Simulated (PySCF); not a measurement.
H7P3Si. Atoms are numbered in the order given.

```xyz
11

Si     0.1490     0.0484    -0.5441
P      0.3469     2.1122     0.4003
P     -2.0039    -0.6943    -0.4562
P      1.3988    -1.5011     0.5694
H      0.5210     0.1749    -1.9845
H      0.2112     1.6043     1.7300
H      1.7777     2.0899     0.4401
H     -2.5602     0.5632    -0.8490
H     -2.1280    -0.4198     0.9416
H      2.6422    -0.9654     0.1099
H      1.3241    -2.4771    -0.4735
```

The structure is a stationary point at B3LYP-D3(BJ)/def2-SVP. This is a generated structure with no PubChem entry under its InChIKey; it may be hypothetical. One conformer was computed; it need not be the lowest.

All values below come from KT2/pcSseg-1 run with PySCF.

GIAO shieldings, no solvent; atoms listed in one row are averaged. δ = σ(ref) − σ: ²⁹Si against TMS (σ = 361.9 ppm); ³¹P against PH3 (σ = 597.6 ppm); ¹H against TMS (σ = 31.47 ppm), references at their B3LYP-D3(BJ)/def2-TZVP geometries, non-relativistic.

| nucleus | atoms | count | δ (ppm) |
|---|---|---|---|
| ²⁹Si | Si1 | 1 | -19.9 |
| ³¹P | P2 | 1 | 40.0 |
| ³¹P | P4 | 1 | 24.4 |
| ³¹P | P3 | 1 | 21.7 |
| ¹H | H5 | 1 | 5.46 |
| ¹H | H11 | 1 | 2.69 |
| ¹H | H7 | 1 | 2.51 |
| ¹H | H8 | 1 | 2.31 |
| ¹H | H10 | 1 | 2.21 |
| ¹H | H6 | 1 | 2.02 |
| ¹H | H9 | 1 | 1.94 |
